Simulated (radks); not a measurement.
The numbers below are computed, except where a source is named.
Excited configurations of Dy III: one electron is placed in a higher orbital outside [Xe] 4f9. The ground configuration is [Xe] 4f10. Code: a radial shooting solver on a logarithmic mesh with Libxc functionals. Model: Dirac Kohn-Sham, PBE, spin-unpolarised, spherical densities, finite nucleus; open shells fill j = l - 1/2 first; Fermi nuclear charge, rms radius 5.2218 fm. Excitation = E - E(ground); binding = E(ion) - E, where the ion is the core of charge +3; n* = 3/sqrt(2 binding) in atomic units, and the quantum defect is n - n*.

outer orbital,excitation (eV),binding (eV),n*,quantum defect,eigenvalue (eV),<r> (bohr)
5d3/2,4.934,20.127,2.467,2.533,-15.339,2.307
5f5/2,17.145,7.916,3.933,1.067,-6.260,5.698
6s1/2,5.208,19.853,2.484,3.516,-16.576,3.246
6p1/2,9.485,15.576,2.804,3.196,-12.890,3.813
6d3/2,15.397,9.664,3.560,2.440,-8.029,5.588
6f5/2,19.758,5.303,4.805,1.195,-4.382,9.767
7s1/2,14.904,10.157,3.472,3.528,-8.715,6.236
7p1/2,16.489,8.572,3.780,3.220,-7.306,7.095
7d3/2,19.073,5.988,4.522,2.478,-5.071,9.583
7f5/2,21.321,3.740,5.722,1.278,-3.175,14.84

The Delta-SCF ionisation energy is 25.061 eV (NIST Atomic Spectra Database: 22.89 eV, semi-empirical). Self-interaction in the functional shifts the binding energies and quantum defects, so they are the method's values and not measured ones. Spin polarisation and multiplet splitting are left out, so open shells lie too high by an amount that depends on their filling.

Beside tabulated values, note that spin-unpolarised runs miss the spin-polarisation part of the exchange energy of open shells.
